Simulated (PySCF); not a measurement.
Species: C₈H₇O (doublet state).
Geometry (GFN2-xTB, Å), atoms numbered from 1 in this order:
```
atom  x, y, z in Å
C1     4.7289   -0.3756   -0.1716
C2     3.5497   -0.1741   -0.3743
C3     2.2460    0.0326   -0.5863
C4     1.0517    0.2736   -0.7980
C5    -0.2657    0.4272   -0.9937
C6    -1.2788   -0.5027   -0.3829
O7    -0.7912   -1.7963   -0.1363
C8    -1.7298    0.1924    0.8850
C9    -2.8502    0.8804    0.9997
H10    5.7494   -0.5440   -0.0025
H11   -0.6435    1.2880   -1.5223
H12   -2.1298   -0.6288   -1.0609
H13    0.0534   -1.7257    0.3257
H14   -1.0313    0.1139    1.7081
H15   -3.5501    0.9669    0.1849
H16   -3.1164    1.3834    1.9137
```

The hyperfine couplings belong to this conformer and change with its torsions.

Identity: `C#CC#C[CH][C@@H](O)C=C` [radical].

Computed with PySCF 2.14.0, UKS B3LYP, pcH-1 on C H O, non-relativistic, mean-field spin-orbit, GIAO. The structure is a single GFN2-xTB conformer in the gas phase; no vibrational or solvent corrections. The geometry wasn't refined by DFT: couplings that depend on bond lengths, twists or pyramidal angles can differ widely from those at the functional's own minimum. No stability test was run, so a lower SCF solution isn't excluded. ⟨S²⟩ is 0.781 where a pure state has 0.75.

(1) Give the principal g shifts and their parts.

(2) At 93.577 GHz, how far is the centre of the isotropic spectrum from where a free electron (g = 2.002319) resonates?

(3) What effective moment and Curie constant follow for a powder?

(4) What are the electron Larmor frequencies g μB B/h along the three axes at 1200 mT?

(5) In a frozen sample, at which fields do the three g values resonate at 9.5, 34, 94 and 263 GHz (hyperfine left aside), and which band first spreads them over more than twice a line width of 0.5 mT?

Answers

(1) 
```
                    Δg (ppm)     1     2     3
relativistic mass correction  -147  -147  -147
            gauge correction    -3    28    34
   orbital Zeeman/spin–orbit   -10   626   881
                       total  -160   507   767
```

So g = 2.00216, 2.00283, 2.00309 and g_iso = 2.00269; the tensor is rhombic: the two nearest values differ by 28 % of g3 − g1. Axes: g3 points within 9° of the C3–C4 bond.

(2) B = hν/(g μB) with μB/h = 13.99624 MHz/mT gives 3339.06 mT for the free electron and 3338.44 mT at g_iso, 0.62 mT lower.

(3) With the mean of g² = 4.0108 and S(S+1) = 0.75: μ_eff = √(⟨g²⟩S(S+1)) = 1.734 μB and χT = 0.12505·⟨g²⟩·S(S+1) = 0.376 cm³ K/mol (cgs; spin-Hamiltonian part alone).

(4) 33.6273, 33.6385, 33.6428 GHz for g1, g2 and g3, a range of 15.6 MHz.

(5) 
| band | GHz | B(g3) mT | B(g2) mT | B(g1) mT | spread mT |
| --- | --- | --- | --- | --- | --- |
| X | 9.5 | 338.85 | 338.90 | 339.01 | 0.16 |
| Q | 34.0 | 1212.74 | 1212.90 | 1213.30 | 0.56 |
| W | 94.0 | 3352.87 | 3353.30 | 3354.42 | 1.55 |
| J | 263.0 | 9380.90 | 9382.12 | 9385.24 | 4.34 |

The spread grows in proportion to the frequency. W band is the first where it exceeds 1.0 mT.

Largest spin populations (Mulliken): C5 (+0.63), C3 (+0.47), C1 (+0.37) and C4 (-0.26). Three atoms exceed +0.15. The angles at C5 add up to 359.7°, so it is planar; its axial dipolar tensor and the negative coupling of its proton fit spin in a p orbital normal to that plane.

The HOMO–LUMO gaps are 4.44 eV among the α and 3.96 eV among the β orbitals.
